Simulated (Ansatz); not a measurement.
`C[O][Hf]1234([OH])([OH])[C@@H]5[C@H]1[C@H]2[C@@]3([SiH3])[C@@H]54` + `CCBNC` → `CNB[SiH3]` + `CC[C@@]12[C@H]3[C@H]4[C@H]5[C@@H]1[Hf]4532([OH])([OH])[O]C`  (redistribution)

Isolated molecules relaxed with PBE0-D4/def2-TZVP in Ansatz; ΔE leaves out vibrations. CBS: MP2 limit from def2 TZ/QZ plus the TZ coupled-cluster correction, frozen cores. Elements past krypton have def2 core potentials. For Hf outer-core shells are correlated without core-valence functions, which leaves a few kJ/mol of doubt a bond. One conformer a species, not always the lowest.

`C[O][Hf]1234([OH])([OH])[C@@H]5[C@H]1[C@H]2[C@@]3([SiH3])[C@@H]54`:

Z-matrix (Å, degrees):
```
Hf
C 1 2.546
O 1 1.963 2 99.7
C 1 2.545 2 53.7 3 137.8
C 1 2.537 2 53.3 3 97.0
O 1 1.924 2 94.8 3 -107.4
O 1 1.945 2 142.0 3 133.8
C 1 2.553 2 32.2 3 60.1
C 1 2.544 2 32.2 3 174.6
H 2 1.081 1 117.3 3 62.7
H 3 0.954 1 135.0 2 -151.8
Si 4 1.853 1 118.6 2 160.1
H 5 1.082 1 117.0 2 -159.5
C 6 1.383 1 163.5 2 -27.5
H 7 0.953 1 147.3 2 -22.2
H 8 1.080 1 116.0 2 -122.5
H 9 1.081 1 116.9 2 122.2
H 12 1.488 4 109.8 1 60.2
H 12 1.488 4 111.3 1 179.4
H 12 1.486 4 110.1 1 -60.4
H 14 1.096 6 110.7 1 125.8
H 14 1.098 6 111.3 1 5.7
H 14 1.096 6 110.7 1 -114.4
```

`CCBNC`:

Z-matrix (Å, degrees):
```
C
C 1 1.523
H 1 1.095 2 111.5
H 1 1.095 2 111.5 3 120.1
H 1 1.093 2 112.2 3 -120.0
B 2 1.573 1 117.0 3 -59.9
H 2 1.098 1 110.0 3 176.9
H 2 1.099 1 110.0 3 63.2
N 6 1.389 2 122.0 1 0.4
H 6 1.204 2 120.8 1 -179.7
C 9 1.443 6 127.1 2 179.9
H 9 1.009 6 119.0 2 -0.0
H 11 1.090 9 109.0 6 0.3
H 11 1.095 9 111.7 6 119.8
H 11 1.095 9 111.7 6 -119.2
```

`CNB[SiH3]`:

Cartesian coordinates in Å:
```
C -1.672 1.296 0.277
N -0.757 0.184 0.140
B 0.599 0.248 -0.126
Si 1.691 -1.437 -0.275
H -2.472 1.247 -0.468
H -1.122 2.225 0.133
H -2.131 1.314 1.269
H -1.198 -0.717 0.259
H 1.085 1.338 -0.261
H 2.335 -1.561 -1.615
H 2.786 -1.477 0.737
H 0.855 -2.660 -0.071
```

`CC[C@@]12[C@H]3[C@H]4[C@H]5[C@@H]1[Hf]4532([OH])([OH])[O]C`:

Cartesian coordinates in Å:
```
C 0.299 -2.905 -0.029
C -0.084 -2.152 1.232
C 0.339 -0.717 1.247
C -0.152 0.278 2.127
C 0.521 1.492 1.861
C 1.414 1.265 0.797
C 1.296 -0.094 0.416
Hf -0.905 1.016 -0.169
O -1.945 2.608 0.241
O -2.198 -0.470 -0.322
O -0.259 1.341 -1.958
C 0.611 1.430 -3.030
H -0.160 -2.447 -0.908
H 1.382 -2.924 -0.176
H -0.042 -3.941 0.024
H 0.356 -2.649 2.104
H -1.169 -2.195 1.363
H -0.914 0.124 2.880
H 0.359 2.433 2.366
H 2.060 1.999 0.337
H 1.844 -0.571 -0.385
H -2.252 3.258 0.865
H -2.972 -0.547 -0.877
H 1.648 1.237 -2.722
H 0.573 2.431 -3.477
H 0.349 0.702 -3.806
```

```
                                                            species  CCSD(T)/CBS(def2) energy (Eh)
`C[O][Hf]1234([OH])([OH])[C@@H]5[C@H]1[C@H]2[C@@]3([SiH3])[C@@H]54`                     -798.25730
                                                            `CCBNC`                     -199.71933
                                                        `CNB[SiH3]`                     -411.45901
       `CC[C@@]12[C@H]3[C@H]4[C@H]5[C@@H]1[Hf]4532([OH])([OH])[O]C`                     -586.50037
```

Q: Work out ΔE.

A: ΔE = (-411.45901) + (-586.50037) − (-798.25730) − (-199.71933) = 0.01725 Eh = +0.47 eV.

Largest T1 diagnostic among the species: 0.014.

In def2-TZVPP, CCSD(T) changes the Hartree–Fock value by −0.12 eV (the triples alone add −0.01 eV) and MP2 by −0.06 eV.
